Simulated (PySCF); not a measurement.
C4H3S, SMILES s1cc[c]c1, multiplicity 2. Geometry: B3LYP-D3(BJ)/def2-SVP. The isomer is the one that the SMILES or the coordinates give; other isomers of the formula were not compared.

Calculation: B3LYP-D3(BJ)/def2-SVP run with PySCF 2.14.0.

Harmonic wavenumbers (cm⁻¹): 445, 553, 605, 641, 736, 743, 796, 856, 888, 1058, 1080, 1170, 1351, 1453, 1531, 3221, 3243, 3258. Rotational constants (GHz): 8.191, 5.648, 3.343; symmetry number 1.

### Question
Work out the zero-point energy and the ideal-gas rigid-rotor harmonic-oscillator thermochemistry at 298.15 K and 1 atm.

### Answer
ZPE = ½ Σ hcν = ½ × 23628 cm⁻¹ = 33.78 kcal/mol. H − E(el) = 36.93 kcal/mol. Entropy in cal/(mol K): translation 39.17, rotation 25.14, vibration 3.46, spin 1.38, total 69.15. G − E(el) = 16.31 kcal/mol. Cp = 16.79 cal/(mol K).
